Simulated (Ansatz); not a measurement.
## Reading a saddle point

A first-order saddle point of SiH$_{4}$SO$_{3}$, singlet, PBE0-D4/def2-TZVP, with one imaginary mode of 495i cm⁻¹:

```tsv
atom	x (Å)	y (Å)	z (Å)
Si1	-0.4087	-0.3630	-0.0622
S2	1.4856	0.9362	0.7940
O3	-0.0502	-1.4546	0.9622
H4	1.2018	-0.3489	1.3338
O5	-1.7061	0.6142	0.0674
O6	-0.0784	-0.4747	-1.6468
H7	2.3182	0.4312	-0.1322
H8	-2.1618	0.5767	0.9115
H9	-0.6006	0.0832	-2.2278
```

Computed with Ansatz 0.2.0 (basis: def2-TZVPP and def2-QZVPP); correlated methods freeze the cores. Extrapolation: Hartree–Fock as exp(−7.88 √X), correlation as X^−2.97.

Which contacts change along the imaginary mode, and what lies on either side? (A judgement: the text doesn't fix the answer.)

The calculation gives: The step is SiH₄SO₃ ([OH][Si]([OH])([OH])[SH]) → SiH₂O₃ ([O][Si]([OH])[OH]) + H₂S (still joined by a long Si–S bond), with the molecules in contact on both sides. Shortening one way: S2–H4; lengthening the same way: Si1–S2, O3–H4.
```
  pair  one side (Å)  saddle (Å)  other side (Å)
 S2–H4          3.29        1.42            1.34
Si1–S2          2.13        2.45            2.49
 O3–H4          0.96        1.71            2.87
```

Which side is lower, and how far does the saddle lie above each? (An estimate is asked for; the value comes from the calculation.)

Computed: The side with Si1–S2, O3–H4 short is lower by 2.018 eV; the saddle lies 2.183 eV above it and 0.166 eV above the other (CCSD(T) at an estimated basis limit (MP2 extrapolated from triple and quadruple zeta, plus CCSD(T) − MP2 in triple zeta); electronic energies).

T1 diagnostic: at most 0.015.

Labels in which every atom is bracketed show which atoms are joined, not bond orders.

For scale, one of the runs: CCSD(T)/def2-TZVPP, 233 basis functions, launched by `ansatz run in.yaml --threads 4 --pin off --events-out ev --progress --plain --max-ram 9574MiB`. The run took 2 min on 4 CPU threads of an Arm Neoverse V2 (shared host), with 4.1 GiB of host memory at its peak.
